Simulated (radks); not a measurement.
Question: All-electron atom: Ag34+ in [Ne] 3s2 3p1. Calculated with a radial shooting solver on a logarithmic mesh with Libxc functionals: scalar-relativistic Kohn-Sham, PBE, spin-unpolarised, spherical densities, point nucleus. Some entries of the table are withheld. Estimate them.

orbital  occ.  eigenvalue (eV)  r(max) (bohr)  <r> (bohr)
1s          2        -27287.39        0.02015         (1)
2s          2        -5589.827         0.1131      0.1328
2p          6        -5225.812        0.09032      0.1155
3s          2              (2)         0.3061      0.3232
3p          1        -2086.353         0.2941      0.3129
3d          0        -1947.262         0.2341      0.2761
4s          0        -1164.167         0.6081         (3)

Answer: 
(1) 1s <r> (bohr): 0.03110
(2) 3s eigenvalue (eV): -2201.035
(3) 4s <r> (bohr): 0.6020
